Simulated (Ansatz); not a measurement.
`C[Si](C)(C)P`. Total charge 0; spin multiplicity 1. All single points use the PBE0-D4/def2-TZVP geometry. It is one conformer, not always the lowest.

```xyz
16

C    -0.132    0.270   -1.731
Si   -0.041   -0.027    0.117
C     0.587    1.513    0.982
C     1.087   -1.479    0.478
P    -2.064   -0.518    1.012
H     0.858    0.504   -2.134
H    -0.508   -0.613   -2.253
H    -0.797    1.105   -1.963
H     0.651    1.360    2.062
H    -0.072    2.366    0.802
H     1.584    1.777    0.618
H     1.158   -1.666    1.552
H     2.096   -1.283    0.102
H     0.724   -2.392    0.000
H    -2.734    0.548    0.352
H    -2.398   -1.463    0.004
```

(1) What is the dipole moment at r2SCAN/def2-TZVPP? (An estimate is asked.)

(2) And with PBE, B3LYP, ωB97M-V? (An estimate is asked.)

(3) Give the Mulliken charges with r2SCAN, B3LYP, ωB97M-V in def2-TZVPP. (An estimate is asked.)

Results:

(1) The calculation gave: 1.55 D, with components (1.11, 0.36, -1.03) D in this frame, pointing from negative to positive charge.

(2) Computed: PBE 1.49 D, B3LYP 1.46 D, ωB97M-V 1.46 D.

(3) Computed: 
```
atom  r2SCAN  B3LYP  ωB97M-V
  C1   -0.30  -0.38    -0.43
 Si2    0.43   0.44     0.39
  C3   -0.31  -0.39    -0.45
  C4   -0.31  -0.39    -0.45
  P5   -0.17  -0.19    -0.22
  H6    0.07   0.09     0.11
  H7    0.07   0.09     0.11
  H8    0.07   0.09     0.11
  H9    0.08   0.10     0.12
 H10    0.07   0.10     0.12
 H11    0.07   0.09     0.11
 H12    0.08   0.10     0.12
 H13    0.07   0.09     0.11
 H14    0.07   0.10     0.12
 H15    0.01   0.02     0.05
 H16    0.01   0.02     0.05
```

B3LYP here is the variant with VWN-RPA as its local correlation; programs differ in this.
